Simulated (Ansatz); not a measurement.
**Abstraction of F: SiH3F + SiH(SiH3)F → SiH3 + SiH(SiH3)F2**

Species: SiH3F `F[SiH3]`, singlet; SiH(SiH3)F, doublet; SiH3 (silyl radical) `[SiH3]`, doublet; SiH(SiH3)F2, singlet. A radical takes F: the energy is the difference in strength between two Si–F bonds in different surroundings.

Shapes, held fixed at every level: PBE0-D4/def2-TZVP. Programs: Ansatz 0.2.0. The zero-point and thermal change to 298 K, harmonic and unscaled (PBE0-D4/def2-TZVP), is -2.9 kJ/mol.

| level | kind | ΔH(298 K) (kJ/mol) | less CCSD(T)/CBS estimate | CPU time (sum over the molecules) |
| --- | --- | --- | --- | --- |
| HF/def2-TZVPP | Hartree–Fock | -20.2 | -0.3 | – |
| r2SCAN-D4/def2-TZVPP | meta-GGA | -21.3 | -1.4 | 30 s |
| BHLYP-D4/def2-TZVPP | global hybrid | -18.6 | +1.3 | 18 s |
| PBE0-D4/def2-TZVPP | global hybrid | -19.6 | +0.3 | 18 s |
| MP2/def2-SVP | perturbation theory | -26.1 | -6.2 | – |
| CCSD(T)/def2-SVP | coupled cluster or CI | -25.7 | -5.8 | 14 s |
| CCSD(T)/def2-TZVPP | coupled cluster or CI | -22.4 | -2.5 | 3.3 min |
| CCSD(T)/CBS estimate | coupled cluster or CI | -19.9 | 0.0 | 5.6 min |

The highest level, CCSD(T)/CBS estimate, gives ΔH(298 K) = -19.9 kJ/mol; the levels span -26.1 to -18.6. The column of differences is taken from that level and isn't an error. No measured value is set beside it here. Open shells run unrestricted unless RO is named. The CBS estimate extrapolates MP2 from def2-TZVPP and def2-QZVPP and adds CCSD(T) − MP2 in the triple-zeta set, cores frozen. Times are processor times on shared x86 and Arm servers, and rough.
